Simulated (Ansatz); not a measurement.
Ansatz (a quantum-chemistry and plane-wave program) input (PBE/6-31G*):

Ansatz 0.2 input:
```yaml
crystal:
  periodic: [false, false, false]
  atoms:
    - {symbol: C, position_ang: [-0.43645437, 0.17143429, 0.12164125]}
    - {symbol: N, position_ang: [0.67544959, -0.26530887, -0.18824998]}
    - {symbol: H, position_ang: [-1.41011651, -0.44169056, 0.22509177]}
    - {symbol: H, position_ang: [-0.69930434, 1.27024694, 0.36281065]}
basis:
  gaussian:
    orbitals: 6-31G*
hamiltonian:
  xc: {name: PBE}
total_charge: -1
relax: {f_tol: 0.003, max_steps: 120}
```

From the last part of the output:

```
the calculation of the forces begins
reference -2553.74258211 eV, -93.8483089036 hartree; 8, 8 occupied and 26, 26 virtual orbitals, 431 factors
relax step   1: F+E_penalty+E_count = -2553.74256279 eV  Δ(F+E_penalty+E_count) = +0.000e0 eV  max|allowed force component| = 1.219e0 eV/Å  Δτ_max = 0.0000 Å  (25 SCF iters, accepted)
these checks for a lower state are left out or cut short: starts, cluster_reference, orbital_swaps, neighbouring_geometries, increment
integrals: 0.01 GiB planned
431 factors; their error is unknown
mean field: 0.06 GiB planned
mean field evaluation 16: about -2553.7897 eV, gradient 1.1e0 eV
mean field -2553.76954910 eV, -93.8492999222 hartree, gradient 3.8e-6 eV, S^2 0.000000; 0 other end points of the search recorded, 0 dependent functions left out
the calculation of the forces begins
reference -2553.76956855 eV, -93.8493006370 hartree; 8, 8 occupied and 26, 26 virtual orbitals, 431 factors
relax step   2: F+E_penalty+E_count = -2553.76954910 eV  Δ(F+E_penalty+E_count) = -2.699e-2 eV  max|allowed force component| = 2.696e-1 eV/Å  Δτ_max = 0.0216 Å  (29 SCF iters, accepted)
these checks for a lower state are left out or cut short: starts, cluster_reference, orbital_swaps, neighbouring_geometries, increment
integrals: 0.01 GiB planned
431 factors; their error is unknown
mean field: 0.06 GiB planned
mean field -2553.77270359 eV, -93.8494158476 hartree, gradient 3.8e-6 eV, S^2 0.000000; 0 other end points of the search recorded, 0 dependent functions left out
the calculation of the forces begins
reference -2553.77272307 eV, -93.8494165636 hartree; 8, 8 occupied and 26, 26 virtual orbitals, 431 factors
relax step   3: F+E_penalty+E_count = -2553.77270359 eV  Δ(F+E_penalty+E_count) = -3.154e-3 eV  max|allowed force component| = 1.524e-1 eV/Å  Δτ_max = 0.0072 Å  (29 SCF iters, accepted)
these checks for a lower state are left out or cut short: starts, cluster_reference, orbital_swaps, neighbouring_geometries, increment
integrals: 0.01 GiB planned
431 factors; their error is unknown
mean field: 0.06 GiB planned
mean field evaluation 32: about -2553.7971 eV, gradient 2.7e-1 eV
mean field -2553.77292887 eV, -93.8494241263 hartree, gradient 3.8e-6 eV, S^2 0.000000; 0 other end points of the search recorded, 0 dependent functions left out
the calculation of the forces begins
reference -2553.77294834 eV, -93.8494248421 hartree; 8, 8 occupied and 26, 26 virtual orbitals, 431 factors
relax step   4: F+E_penalty+E_count = -2553.77292887 eV  Δ(F+E_penalty+E_count) = -2.253e-4 eV  max|allowed force component| = 3.219e-2 eV/Å  Δτ_max = 0.0019 Å  (29 SCF iters, accepted)
these checks for a lower state are left out or cut short: starts, cluster_reference, orbital_swaps, neighbouring_geometries, increment
integrals: 0.01 GiB planned
431 factors; their error is unknown
mean field: 0.06 GiB planned
mean field -2553.77293724 eV, -93.8494244340 hartree, gradient 3.8e-6 eV, S^2 0.000000; 0 other end points of the search recorded, 0 dependent functions left out
the calculation of the forces begins
reference -2553.77295671 eV, -93.8494251496 hartree; 8, 8 occupied and 26, 26 virtual orbitals, 431 factors
relax step   5: F+E_penalty+E_count = -2553.77293724 eV  Δ(F+E_penalty+E_count) = -8.371e-6 eV  max|allowed force component| = 2.185e-3 eV/Å  Δτ_max = 0.0003 Å  (30 SCF iters, accepted)
integrals: 0.01 GiB planned
431 factors; their error is unknown
mean field: 0.06 GiB planned
mean field evaluation 64: about -2553.7729 eV, gradient 9.7e-4 eV
mean field -2553.77293724 eV, -93.8494244340 hartree, gradient 3.8e-6 eV, S^2 0.000000; 1 other end points of the search recorded, 0 dependent functions left out
the calculation of the forces begins
reference -2553.77295671 eV, -93.8494251496 hartree; 8, 8 occupied and 26, 26 virtual orbitals, 431 factors
Total energy: -2553.77295671 eV, -93.8494251496 hartree
Atom 0 at    -0.422589     0.165988     0.117777 Å, force     0.001457    -0.000572    -0.000406 eV/Å
Atom 1 at     0.700653    -0.275209    -0.195274 Å, force    -0.002185     0.000858     0.000609 eV/Å
Atom 2 at    -1.432959    -0.441984     0.229895 Å, force     0.000572     0.000360    -0.000061 eV/Å
Atom 3 at    -0.715531     1.285886     0.368896 Å, force     0.000155    -0.000645    -0.000142 eV/Å
Dipole moment:    -0.225284     0.088489     0.062787 e Å
```

The dipole moment of an ion depends on the origin.

The geometry given is a B3LYP-D3(BJ)/def2-TZVP minimum.
